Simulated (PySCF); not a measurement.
NbS(NH2)3 (singlet state).
Bonds: Nb1–S2, Nb1–N3, Nb1–N6, Nb1–N9. Hydrogens: H4, H5 on N3; H7, H8 on N6; H10, H11 on N9.

Computed by this run: PBE0-D3(BJ)/def2-SVP geometry optimisation, gas phase, def2 core potentials past Kr (PySCF); density fitting, grid level 1; the optimiser is geomeTRIC in internal coordinates, started from a GFN2-xTB structure with every atom displaced at random (about 0.03 Å).

Step 0: E = -16941.3632 eV
```
atom  x, y, z in Å  |  force x, y, z in eV/Å
Nb1     0.0627   -0.0762    0.2964   -3.531   3.260   3.505
S2      0.0266    0.0167    2.4991    0.245  -0.165  -1.494
N3      1.8376   -0.0252   -0.2716    5.835  -0.225  -2.241
H4      2.3570   -0.0310   -1.2117   -1.539  -0.026   1.338
H5      2.6918   -0.0275    0.3538   -1.498   0.065  -0.297
N6     -0.9502    1.6728   -0.2202    1.274  -2.214  -0.667
H7     -1.2810    2.3500    0.4335   -0.276   0.507   0.565
H8     -1.0915    1.9955   -1.1766   -0.014   0.007   0.140
N9     -0.9783   -1.6336   -0.1119   -1.042  -2.244  -2.014
H10    -1.1866   -1.9988   -1.0793    0.365   0.608   1.122
H11    -1.3901   -2.3283    0.5195    0.182   0.427   0.044
```

Q: Estimate the geometry and energy of step 1. (The exact step hangs on the optimiser's Hessian estimate; all steps are aligned on step 0, rigid shifts and turns removed.)

A: E = -16941.9636 eV, largest force 1.617 eV/Å
```
atom  x, y, z in Å  |  force x, y, z in eV/Å
Nb1     0.0105    0.0043    0.3822    0.761  -1.316  -0.551
S2      0.0434    0.0784    2.5032    0.084   0.037   0.742
N3      1.8936    0.0003   -0.3153   -0.151  -0.083   0.279
H4      2.3304   -0.0424   -1.2365   -0.370   0.020   0.030
H5      2.6575    0.0058    0.3633   -0.140   0.008  -0.003
N6     -0.9155    1.5887   -0.1999   -0.342   0.693  -0.351
H7     -1.2605    2.2888    0.4489   -0.094   0.119  -0.082
H8     -1.0474    1.8808   -1.1643   -0.085   0.086  -0.007
N9     -1.0170   -1.6276   -0.1329    0.240   0.170  -0.214
H10    -1.1638   -1.9352   -1.0947    0.026   0.135   0.029
H11    -1.4333   -2.3274    0.4767    0.071   0.131   0.127
```

The energy changes by -0.6004 eV. The first-order estimate −F·Δx gives -1.4915 eV and the mean of the old and new forces, exact on a quadratic surface, -0.5958 eV. The step makes an angle of 56° with the force vector and moves no atom by more than 0.129 Å.

What follows is the cost of the whole optimisation. The run took 54 s of wall time on Intel Xeon Platinum 8488C, one thread, shared host with 96 logical CPUs at a one-minute load of 15, and the process peaked at 0.49 GiB of memory.
